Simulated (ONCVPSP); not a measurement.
# Reading a pseudo-wave (Ti (Z = 22))

Columns: radius, all-electron u(r) and pseudo u(r) of the 3d shell (level -4.26 eV) of titanium in the configuration [Ne] 3s2 3p6 3d2 4s2; PBE, scalar-relativistic, ONCV scheme, ONCVPSP 4.0.1.

| r (bohr) | all-electron | pseudo |
| --- | --- | --- |
| 0.115 | 0.0435 | 0.0040 |
| 0.230 | 0.1826 | 0.0301 |
| 0.345 | 0.3508 | 0.0940 |
| 0.460 | 0.5013 | 0.1997 |
| 0.575 | 0.6174 | 0.3390 |
| 0.690 | 0.6980 | 0.4940 |
| 0.805 | 0.7456 | 0.6421 |
| 0.920 | 0.7664 | 0.7627 |
| 1.035 | 0.7672 | 0.8416 |
| 1.150 | 0.7540 | 0.8743 |
| 1.265 | 0.7314 | 0.8650 |
| 1.380 | 0.7030 | 0.8247 |
| 1.495 | 0.6713 | 0.7666 |
| 1.610 | 0.6380 | 0.7029 |
| 1.725 | 0.6043 | 0.6426 |
| 1.840 | 0.5711 | 0.5901 |
| 1.955 | 0.5389 | 0.5463 |
| 2.070 | 0.5079 | 0.5099 |
| 2.185 | 0.4785 | 0.4787 |
| 2.300 | 0.4506 | 0.4506 |
| 2.415 | 0.4244 | 0.4244 |
| 2.530 | 0.3996 | 0.3996 |
| 2.645 | 0.3763 | 0.3763 |
| 2.760 | 0.3543 | 0.3543 |
| 2.875 | 0.3336 | 0.3336 |
| 2.990 | 0.3141 | 0.3141 |

(1) How many radial nodes do the two functions have?

(2) At about which radius was the pseudo-wave matched?

(3) Where does each function peak?

(4) Is the pseudo-wave norm-conserving?

Answers

(1) The all-electron 3d function has n − l − 1 = 0; the pseudo-wave has 0.

(2) 2.30 bohr, where the columns begin to agree (steps of 0.12 bohr).

(3) Outermost all-electron maximum near 1.03 bohr, pseudo maximum near 1.15 bohr (to the table’s step).

(4) Yes: the ONCV scheme keeps the norm inside the radius equal to the all-electron one, which fixes the energy derivative of the logarithmic derivative at the level.
